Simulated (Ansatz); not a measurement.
One change: `[SiH3]O[SiH3]` becomes `[SiH3]N[SiH2]O[SiH3]`.

Ansatz, PBE0-D4/def2-TZVP geometries, multiplicity 1. Each molecule was computed in one conformer, which needn't be the lowest.

```tsv
property	`[SiH3]O[SiH3]`
LUMO energy (PBE0/def2-TZVPP) / eV	-0.22
HOMO energy (B3LYP/def2-TZVPP) / eV	-8.54
HOMO–LUMO gap (ωB97M-V/def2-TZVPP) / eV	12.51
HOMO–LUMO gap (PBE/def2-TZVPP) / eV	6.22
LUMO energy (B3LYP/def2-TZVPP) / eV	-0.43
size of the dipole moment (B3LYP/def2-TZVPP) / D	0.28
```

(1) Give the same properties after the change, and the shifts. (Estimate.)

## Answers

(1) Ansatz gave: 
```
                                        property  `[SiH3]N[SiH2]O[SiH3]`  shift
              LUMO energy (PBE0/def2-TZVPP) / eV                   -0.04   0.18
             HOMO energy (B3LYP/def2-TZVPP) / eV                   -7.64   0.90
         HOMO–LUMO gap (ωB97M-V/def2-TZVPP) / eV                   11.75  -0.76
             HOMO–LUMO gap (PBE/def2-TZVPP) / eV                    5.64  -0.58
             LUMO energy (B3LYP/def2-TZVPP) / eV                   -0.25   0.18
size of the dipole moment (B3LYP/def2-TZVPP) / D                    1.04   0.76
```

With PBE0 the HOMO rises by 0.86 eV and the LUMO rises by 0.18 eV, so the gap narrows by about 0.68 eV. PBE moves the HOMO by 0.79 eV and ωB97M-V by 0.83 eV. Dipoles are sizes alone; their direction can turn.

B3LYP here is the variant with VWN-RPA as its local correlation; programs differ in this.
